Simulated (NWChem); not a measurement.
BHCl, doublet; SMILES [BH]Cl

```xyz
3

B      0.1328     1.2030     0.0000
Cl     0.0230    -0.5122     0.0000
H     -0.8318     1.9285     0.0000
```
Atoms are numbered in this order, from 1.

Level: PBE0/def2-SVP, spin-unrestricted (NWChem), optimised geometry, unscaled harmonic frequencies. In the optimisation the excess spin sits in a' (Cs, its own frame).

| frequency (cm⁻¹) | IR intensity (km/mol) |
|---|---|
| 845 | 33.1 |
| 929 | 100.9 |
| 2642 | 83.8 |

```json
{
  "zero_point_energy": "6.3 kcal/mol",
  "thermal correction to the enthalpy at 298.15 K (with zero-point energy)": "8.8 kcal/mol",
  "heat capacity Cv": "7.0 cal/(mol K)",
  "entropy at 298.15 K and 1 atm (symmetry number 1, electronic part: spin degeneracy alone)": "57.3 cal/(mol K)",
  "dipole_moment": "0.53 D"
}
```

Rigid rotor and harmonic oscillator.
